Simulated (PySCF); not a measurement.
H5N2OSi2 (doublet state).
Z-matrix (Å and degrees, GFN2-xTB geometry), rows numbered from 1:
```
O 
Si  1  1.6164
N   2  1.7183  1  116.96
Si  3  1.7161  2   99.56  1  -130.83
N   4  1.7823  3   81.37  2    13.77
H   1  0.9546  2  119.76  3    21.67
H   2  1.4423  1  104.54  3   145.34
H   4  1.4535  3  119.96  2   -89.66
H   4  1.4561  3  115.15  2   125.20
H   5  1.0076  2  119.34  1     1.62
```

The hyperfine couplings belong to this conformer and change with its torsions.

The species is `[SiH2]1N[Si@H](O)[N]1` [radical].

Computed with UKS B3LYP, pcH-1 on H N O Si, non-relativistic, mean-field spin-orbit, GIAO in PySCF 2.14.0. The structure is a single GFN2-xTB conformer in the gas phase; no vibrational or solvent corrections. Couplings are sensitive to structure, and on GFN2-xTB geometries they can be far from those on DFT ones. The SCF solution wasn't tested for stability.

Problem. Break the g tensor into its mass correction, gauge correction and orbital-Zeeman/spin–orbit terms.

Solution. 
```json
{"Δg (ppm)": "relativistic mass correction", "1": "-227", "2": "-227", "3": "-227"}
{"Δg (ppm)": "gauge correction", "1": "7", "2": "13", "3": "68"}
{"Δg (ppm)": "orbital Zeeman/spin–orbit", "1": "619", "2": "1774", "3": "2874"}
{"Δg (ppm)": "total", "1": "400", "2": "1560", "3": "2715"}
```

So g = 2.00272, 2.00388, 2.00503 and g_iso = 2.00388; the tensor is rhombic: the two nearest values differ by 50 % of g3 − g1. 

Problem. Average each term over the three axes. Which is largest in size?

Solution. The orbital-Zeeman/spin–orbit term 1756, the mass correction -227 and the gauge correction 29 ppm, for a total of 1558 ppm. The orbital-Zeeman/spin–orbit term is the largest in size. The mass correction is the same along every axis, so the anisotropy comes from the other two: their spans along these axes are 60 (gauge) and 2255 ppm (orbital Zeeman/spin–orbit).

Problem. What effective moment and Curie constant follow for a powder?

Solution. With the mean of g² = 4.0155 and S(S+1) = 0.75: μ_eff = √(⟨g²⟩S(S+1)) = 1.735 μB and χT = 0.12505·⟨g²⟩·S(S+1) = 0.377 cm³ K/mol (cgs; spin-Hamiltonian part alone).

Problem. What are the electron Larmor frequencies g μB B/h along the three axes at 350 mT?

Solution. 9.8107, 9.8164, 9.8220 GHz for g1, g2 and g3, a range of 11.3 MHz.

Problem. In a frozen sample, at which fields do the three g values resonate at 9.5, 34, 94 and 263 GHz (hyperfine left aside), and which band first spreads them over more than twice a line width of 1.0 mT?

Solution. 
| band | GHz | B(g3) mT | B(g2) mT | B(g1) mT | spread mT |
| --- | --- | --- | --- | --- | --- |
| X | 9.5 | 338.52 | 338.72 | 338.92 | 0.39 |
| Q | 34.0 | 1211.56 | 1212.26 | 1212.96 | 1.40 |
| W | 94.0 | 3349.61 | 3351.54 | 3353.48 | 3.87 |
| J | 263.0 | 9371.79 | 9377.19 | 9382.62 | 10.83 |

The spread grows in proportion to the frequency. W band is the first where it exceeds 2.0 mT.

The largest Mulliken spin populations are on N3 (+0.73) and N5 (+0.34).

The HOMO–LUMO gaps are 6.86 eV among the α and 3.65 eV among the β orbitals.
